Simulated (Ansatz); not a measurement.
Harmonic frequencies (cm⁻¹) at PBE0-D4/def2-TZVP from Ansatz: 152, 250, 313, 444, 600, 711, 971, 1124, 1231, 1354, 2390, 3132.

Which molecule is it?
A. `B[S][GeH3]`
B. `BrB1C[SiH2]O1`
C. `N#CC(F)Br`
D. `C=[Se]`

C.
